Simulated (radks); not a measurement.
Values are calculated unless marked as measured or tabulated.
The mean radii <r> (bohr) of the occupied orbitals of an atom or ion are listed with their occupations. Code: a radial shooting solver on a logarithmic mesh with Libxc functionals. Model: Dirac Kohn-Sham, BLYP, spin-unpolarised, spherical densities, point nucleus.

| orbital | occ. | <r> |
|---|---|---|
| 1s1/2 | 2 | 0.04548 |
| 2s1/2 | 2 | 0.1994 |
| 2p1/2 | 2 | 0.1715 |
| 2p3/2 | 4 | 0.1750 |
| 3s1/2 | 2 | 0.4983 |
| 6f5/2 | 1 | 2.236 |

Name the element and its charge. Open shells, if any, fill j = l - 1/2 first.

Answer. Z = 33, arsenic, charge +20: As20+ in [Ne] 3s2 6f1. The 1s radius gives Z: for a bare nucleus <r> = (2 gamma + 1)/(2Z) with gamma = sqrt(1 - (Z/c)^2), 0.04456 bohr for Z = 33, and screening makes it slightly larger (0.04548 here). The occupations add up to 13, and the charge is Z minus that.
